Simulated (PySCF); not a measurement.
Si(F)(OH)(NH2)2 (FH5N2OSi), SMILES N[Si](N)(O)F. Atoms are numbered in the order given.

```xyz
10

N     -0.9401     1.4125     0.1849
Si    -0.0077     0.0047     0.0126
N      1.6331     0.3881     0.3019
O     -0.7727    -1.1155     0.9712
F      0.0382    -0.6739    -1.4753
H     -0.6249     2.3077    -0.1682
H     -1.9386     1.3759     0.3532
H      2.3776    -0.1300    -0.1512
H      1.9306     0.8017     1.1783
H     -0.6500    -2.0359     0.7122
```

Geometry: B3LYP-D3(BJ)/def2-SVP. The structure was generated by enumeration, and PubChem lists no compound with its InChIKey, so it may never have been made. Other conformers were not sampled.

All values below come from PBE0/def2-TZVP (PySCF).

ESP charges are fitted to the potential on shells at 1.4 to 2.0 van der Waals radii. Atomic charges (e):

```
atom  Mulliken  ESP fit
----  --------  -------
N1       -0.63    -0.98
Si2       0.82     1.10
N3       -0.63    -1.03
O4       -0.53    -0.69
F5         ___    -0.36
H6         ___     0.38
H7         ___     0.39
H8         ___     0.38
H9         ___     0.39
H10        ___     0.41
```

Question: Fill in the missing entries. (The exact figures need the calculation; the answer reports its results.)

Answer: 
- F5, Mulliken: -0.34
- H6, Mulliken: 0.25
- H7, Mulliken: 0.25
- H8, Mulliken: 0.25
- H9, Mulliken: 0.25
- H10, Mulliken: 0.33

Question: Give the Mayer and Wiberg (Löwdin basis) orders of the bonds. (The exact figures need the calculation; the answer reports its results.)

Answer: 
```json
[
 {"bond": "N1–Si2", "Mayer": "1.20", "Wiberg": "1.55"},
 {"bond": "Si2–N3", "Mayer": "1.18", "Wiberg": "1.52"},
 {"bond": "Si2–O4", "Mayer": "1.20", "Wiberg": "1.63"},
 {"bond": "Si2–F5", "Mayer": "1.06", "Wiberg": "1.61"},
 {"bond": "N1–H6", "Mayer": "0.91", "Wiberg": "0.95"},
 {"bond": "N1–H7", "Mayer": "0.91", "Wiberg": "0.95"},
 {"bond": "N3–H8", "Mayer": "0.91", "Wiberg": "0.95"},
 {"bond": "N3–H9", "Mayer": "0.91", "Wiberg": "0.95"},
 {"bond": "O4–H10", "Mayer": "0.88", "Wiberg": "1.02"}
]
```
